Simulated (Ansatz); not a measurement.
System: SnOH$_{3}$, charge 0, doublet. SnOH3 (SMILES [SnH3][O], doublet).
B3LYP-D3(BJ)/def2-TZVP minimum from Ansatz (a quantum-chemistry and plane-wave program):
```
Sn
O 1 2.0065
H 1 1.7074 2 102.69
H 1 1.7085 3 112.81 2 115.72
H 1 1.7085 3 112.81 4 128.56
```
Charge 0, spin multiplicity 2.

Wanted: atomisation energy (electronic, to ground-state atoms), in kJ/mol. Radicals and triplets start from unrestricted determinants; spin-orbit coupling is neglected. Correlated methods leave the cores frozen (noble-gas shells, and filled d and f shells in the p block). Past Kr the def2 sets carry scalar-relativistic core potentials. CBS(X,Y): correlation extrapolated as X^-3, Hartree-Fock from the larger set. A bracket is a step between two methods taken in the basis named. Where a partner has so few electrons that a lower coupled-cluster level is exact, that level stands in. Spin-orbit terms, left out, reach several kcal/mol for Br and I, and more for heavier atoms.

CCSD(T)/CBS(def2-TZVPP,def2-QZVPP) + [CCSDT(Q) - CCSD(T)]/def2-TZVPP (Ansatz) gives 1092.2 kJ/mol.

Problem. How far off this value is PBE/def2-TZVPD (Ansatz), in which direction, and how far these levels: r2SCAN/def2-TZVPD, PBE0/def2-TZVPD, wB97M-V/def2-TZVPD, B2PLYP/def2-TZVPD, CCSD(T)/CBS(def2-TZVPP,def2-QZVPP)?

Solution. PBE gives 1080.5 kJ/mol, 11.7 kJ/mol below it. Differences of the others: r2SCAN/def2-TZVPD (Ansatz) -2.6; PBE0/def2-TZVPD (Ansatz) -37.7; wB97M-V/def2-TZVPD (Ansatz) -8.3; B2PLYP/def2-TZVPD (Ansatz) -33.1; CCSD(T)/CBS(def2-TZVPP,def2-QZVPP) (Ansatz) -1.9 kJ/mol.
